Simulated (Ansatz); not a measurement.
Reaction (ligand exchange at the Si–C bond): `CCO[SiH2]C` + PH₃ → `CCO[SiH2]P` + CH₄

Isolated molecules relaxed with PBE0-D4/def2-TZVP in Ansatz; ΔE leaves out vibrations. CCSD(T)/CBS is the MP2 limit (def2-TZVPP, def2-QZVPP) plus CCSD(T) − MP2 in def2-TZVPP, frozen cores. This one scheme is used for every species. DFT in def2-TZVPP. B3LYP here is the variant with VWN-RPA as its local correlation; programs differ in this. One conformer a species, not always the lowest.

| level | ΔE (kcal/mol) | difference from CCSD(T)/CBS |
| --- | --- | --- |
| PBE-D4 | -6.9 | -1.8 |
| r2SCAN-D4 | -5.9 | -0.8 |
| PBE0-D4 | -6.3 | -1.2 |
| B3LYP-D4 | -5.3 | -0.2 |
| ωB97X-V | -4.8 | 0.3 |
| ωB97M-V | -4.3 | 0.8 |
| B2PLYP | -4.7 | 0.4 |
| PBE | -6.5 | -1.4 |
| r2SCAN | -5.8 | -0.7 |
| PBE0 | -5.9 | -0.8 |
| B3LYP | -4.6 | 0.5 |
| HF/def2-TZVPP | -2.9 | 2.2 |
| MP2/def2-TZVPP | -4.8 | 0.3 |
| SCS-MP2/def2-TZVPP | -4.1 | 1.0 |
| CCSD/def2-TZVPP | -4.0 | 1.1 |
| CCSD(T)/def2-TZVPP | -4.5 | 0.6 |
| HF/def2-QZVPP | -2.8 | 2.3 |
| MP2/def2-QZVPP | -5.1 | 0.0 |
| SCS-MP2/def2-QZVPP | -4.4 | 0.7 |
| HF/CBS(def2) | -2.8 | 2.3 |
| MP2/CBS(def2) | -5.4 | -0.3 |
| CCSD/CBS(def2) | -4.6 | 0.5 |
| CCSD(T)/CBS | -5.1 | 0 |

Largest T1 diagnostic among the species: 0.013.

In def2-TZVPP, CCSD(T) changes the Hartree–Fock value by −1.6 kcal/mol (the triples alone add −0.5 kcal/mol) and MP2 by −1.9 kcal/mol.

CCSD(T)/CBS has its own doubt, a few kJ/mol and more with outer-core shells, so smaller differences from it don't rank the levels.
